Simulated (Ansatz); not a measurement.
Basis-set extrapolation for C₂H₉AlN₂, SMILES `C[N](C)[AlH][NH2]` (PBE0-D4/def2-TZVP geometry, frozen core, Ansatz). Multiplicity 1, RHF reference.

```csv
,def2-TZVPP,def2-QZVPP
HF,-431.932904,-431.950076
MP2 correlation,-0.863531,-0.921835
CCSD(T) correlation,-0.944562,not run
```

Energies in hartree. Use E(X) = E(∞) + A·exp(−7.88·√X) for Hartree–Fock and E(X) = E(∞) + B·X^(−2.97) for correlation, with X = 3 and 4, and add CCSD(T) minus MP2 of the smaller set to the MP2 limit.

Problem. What is the CCSD(T) energy at the basis-set limit?

Solution. HF limit: -431.950076 + (-0.017172) × 0.13774 = -431.95244. MP2 limit: -0.921835 + (-0.058304) × 0.74074 = -0.96502. Higher-order term: -0.944562 − (-0.863531) = -0.08103. Total: -432.99849 hartree, 3.29 eV below CCSD(T)/def2-TZVPP.
